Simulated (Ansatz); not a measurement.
Consider the ligand exchange at a B–C bond: `N#CBF` + `N[SiH3]` → `FBN[SiH3]` + `C#N`.

Calculated with Ansatz (gas phase, PBE0-D4/def2-TZVP geometries, no zero-point term in ΔE). CBS: MP2 limit from def2 TZ/QZ plus the TZ coupled-cluster correction, frozen cores. This one scheme is used for every species. DFT in def2-TZVPP. HSE06 is defined as in plane-wave codes. Each species was taken in one conformer, which may not be the lowest.

```json
{"level": "PBE0-D4", "ΔE (kJ/mol)": "-92.4"}
{"level": "r2SCANh-D4", "ΔE (kJ/mol)": "-94.0"}
{"level": "HSE06-D4", "ΔE (kJ/mol)": "-92.2"}
{"level": "CAM-B3LYP-D4", "ΔE (kJ/mol)": "-96.0"}
{"level": "ωB97X-V", "ΔE (kJ/mol)": "-93.4"}
{"level": "revPBE", "ΔE (kJ/mol)": "-82.9"}
{"level": "r2SCANh", "ΔE (kJ/mol)": "-93.4"}
{"level": "CCSD/def2-TZVPP", "ΔE (kJ/mol)": "-94.9"}
```

(1) What does CCSD(T)/CBS give? (An estimate is asked.)

Largest T1 diagnostic among the species: 0.015.

## Answers

(1) Computed: -95.1 kJ/mol. The listed levels differ from it by 2.7, 1.1, 2.9, -0.9, 1.7, 12.2, 1.7, 0.2 kJ/mol.

At CCSD(T), def2-SVP lies −10.0 kJ/mol from the extrapolated value and def2-TZVPP +0.2 kJ/mol. The D4 term adds −3.7 kJ/mol with B3LYP and −2.0 kJ/mol with PBE0; it sums over pairs of atoms, weighted by their polarisabilities, and B3LYP, whose exchange is more repulsive, gets the larger term.

B3LYP here is the variant with VWN-RPA as its local correlation; programs differ in this.
